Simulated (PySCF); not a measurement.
C5H5F, SMILES C1C=C(C=C1)F.

The structure is a stationary point at PBE0-D3(BJ)/def2-SVP. Other conformers were not sampled.

These are PBE/def2-TZVP in PySCF values and carry that method's errors.

Symmetry labels are those of the subgroup Cs that the program uses (full group Cs).

Computed valence orbital energies around the gap with their symmetry:
| orbital | symmetry | energy (eV) |
|---|---|---|
| HOMO−7 | A' | -10.92 |
| HOMO−6 | A' | -10.68 |
| HOMO−5 | A" | -10.59 |
| HOMO−4 | A' | -9.40 |
| HOMO−3 | A' | -9.01 |
| HOMO−2 | A' | -8.27 |
| HOMO−1 | A" | -7.23 |
| HOMO | A" | -5.40 |
| LUMO | A" | -1.59 |
| LUMO+1 | A' | 0.72 |
| LUMO+2 | A" | 0.95 |
| LUMO+3 | A' | 1.48 |
